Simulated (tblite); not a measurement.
Species: C6HF3.
Atom-mapped SMILES: `[CH:1]#[C:2][C:3]#[C:4][C:5]([F:6])=[C:7]([F:8])[F:9]` (hydrogens: H10 on C1)

Computed with GFN2-xTB (tblite), gas phase: Langevin dynamics at 400 K from the optimised GFN2-xTB geometry, time step 0.5 fs, friction 0.01 fs⁻¹, 2000 steps. The instantaneous temperature is 2·E(kin)/(3Nk) with all 3N coordinates.

| t (fs) | T (K) | E(pot) above start (eV) | C1≡C2 (Å) | C2–C3 (Å) | C3≡C4 (Å) | C4–C5 (Å) | C5–F6 (Å) | C1–H10 (Å) |
| --- | --- | --- | --- | --- | --- | --- | --- | --- |
| 0 | 339 | 0.000 | 1.206 | 1.353 | 1.212 | 1.402 | 1.348 | 1.049 |
| 25 | 167 | 0.345 | 1.202 | 1.355 | 1.228 | 1.447 | 1.386 | 1.062 |
| 50 | 344 | 0.323 | 1.219 | 1.349 | 1.208 | 1.425 | 1.340 | 1.066 |
| 75 | 293 | 0.613 | 1.207 | 1.315 | 1.187 | 1.378 | 1.295 | 1.044 |
| 100 | 399 | 0.450 | 1.216 | 1.365 | 1.247 | 1.465 | 1.351 | 1.056 |
| 125 | 410 | 0.352 | 1.217 | 1.335 | 1.202 | 1.419 | 1.419 | 1.051 |
| 150 | 420 | 0.280 | 1.193 | 1.374 | 1.186 | 1.408 | 1.366 | 1.062 |
| 175 | 285 | 0.375 | 1.212 | 1.368 | 1.234 | 1.389 | 1.309 | 1.029 |
| 200 | 208 | 0.493 | 1.223 | 1.362 | 1.237 | 1.398 | 1.307 | 1.122 |
| 225 | 339 | 0.361 | 1.223 | 1.378 | 1.212 | 1.378 | 1.344 | 1.013 |
| 250 | 467 | 0.383 | 1.198 | 1.366 | 1.209 | 1.355 | 1.437 | 1.088 |
| 275 | 316 | 0.413 | 1.253 | 1.366 | 1.226 | 1.375 | 1.439 | 1.065 |
| 300 | 406 | 0.364 | 1.210 | 1.377 | 1.224 | 1.349 | 1.350 | 1.051 |
| 325 | 180 | 0.503 | 1.197 | 1.412 | 1.191 | 1.369 | 1.343 | 1.061 |
| 350 | 361 | 0.358 | 1.219 | 1.379 | 1.228 | 1.354 | 1.366 | 1.029 |
| 375 | 345 | 0.323 | 1.207 | 1.396 | 1.214 | 1.367 | 1.396 | 1.090 |
| 400 | 158 | 0.349 | 1.219 | 1.370 | 1.194 | 1.363 | 1.374 | 1.016 |
| 425 | 216 | 0.383 | 1.200 | 1.356 | 1.211 | 1.401 | 1.418 | 1.097 |
| 450 | 330 | 0.298 | 1.212 | 1.347 | 1.240 | 1.367 | 1.388 | 1.010 |
| 475 | 271 | 0.470 | 1.216 | 1.391 | 1.194 | 1.376 | 1.350 | 1.087 |
| 500 | 422 | 0.498 | 1.206 | 1.400 | 1.199 | 1.382 | 1.339 | 1.019 |
| 525 | 336 | 0.634 | 1.226 | 1.360 | 1.231 | 1.401 | 1.371 | 1.097 |
| 550 | 563 | 0.427 | 1.228 | 1.395 | 1.221 | 1.359 | 1.333 | 1.052 |
| 575 | 407 | 0.714 | 1.198 | 1.381 | 1.189 | 1.335 | 1.380 | 1.047 |
| 600 | 387 | 0.583 | 1.232 | 1.367 | 1.232 | 1.397 | 1.428 | 1.058 |
| 625 | 564 | 0.438 | 1.198 | 1.363 | 1.218 | 1.405 | 1.369 | 1.061 |
| 650 | 620 | 0.351 | 1.221 | 1.363 | 1.209 | 1.394 | 1.400 | 1.042 |
| 675 | 383 | 0.632 | 1.232 | 1.362 | 1.240 | 1.397 | 1.293 | 1.061 |
| 700 | 604 | 0.281 | 1.197 | 1.393 | 1.223 | 1.428 | 1.335 | 1.051 |
| 725 | 536 | 0.329 | 1.193 | 1.329 | 1.184 | 1.409 | 1.332 | 1.043 |
| 750 | 539 | 0.245 | 1.222 | 1.349 | 1.236 | 1.427 | 1.364 | 1.092 |
| 775 | 501 | 0.508 | 1.191 | 1.355 | 1.242 | 1.429 | 1.341 | 1.014 |
| 800 | 520 | 0.363 | 1.212 | 1.361 | 1.172 | 1.459 | 1.355 | 1.087 |
| 825 | 611 | 0.376 | 1.216 | 1.309 | 1.219 | 1.377 | 1.337 | 1.016 |
| 850 | 566 | 0.317 | 1.188 | 1.383 | 1.253 | 1.422 | 1.376 | 1.072 |
| 875 | 451 | 0.475 | 1.224 | 1.352 | 1.192 | 1.414 | 1.387 | 1.049 |
| 900 | 335 | 0.421 | 1.205 | 1.335 | 1.241 | 1.348 | 1.339 | 1.037 |
| 925 | 426 | 0.509 | 1.215 | 1.415 | 1.220 | 1.404 | 1.348 | 1.073 |
| 950 | 363 | 0.480 | 1.226 | 1.369 | 1.211 | 1.403 | 1.328 | 1.042 |
| 975 | 506 | 0.521 | 1.187 | 1.348 | 1.225 | 1.426 | 1.321 | 1.095 |
| 1000 | 388 | 0.592 | 1.241 | 1.332 | 1.234 | 1.388 | 1.305 | 1.037 |

**Question.** From 500 fs on, how do temperature and potential energy compare with equipartition?

**Answer.** The mean temperature of these 21 frames is 478 K against the target 400 K, and the mean potential energy 0.46 eV against 24 × kT/2 = 0.41 eV for 24 classical harmonic modes. For 10 atoms in a canonical ensemble the temperature itself scatters by T·√(2/(3N)) = 103 K; here its standard deviation is 92 K. The whole run lasts only 10 friction times of 100 fs, so these averages carry a wide statistical error.

**Question.** What are the kinetic and total energies of the listed frame with the highest potential energy?

**Answer.** The one at 575 fs, 0.714 eV above the start. Its kinetic energy is 3NkT/2 = 0.527 eV at 407 K, so the sum is 1.24 eV; over the listed frames the sum runs from 0.44 to 1.24 eV, since the thermostat adds and removes energy.

**Question.** How much do the listed bonds fluctuate from 500 fs on?

**Answer.** 
```csv
bond,at the start (Å),mean (Å),standard deviation (Å)
C1≡C2,1.206,1.212,0.016
C2–C3,1.353,1.363,0.025
C3≡C4,1.212,1.219,0.021
C4–C5,1.402,1.400,0.028
C5–F6,1.348,1.351,0.031
C1–H10,1.049,1.055,0.024
```

The motion is classical and holds no zero-point motion.

What follows is the cost of the whole dynamics run. Hardware: one thread, Arm Neoverse N1 (aarch64), shared host with 64 logical CPUs at a one-minute load of 60. Cost: 16 s of wall time, 0.18 GiB resident at most.
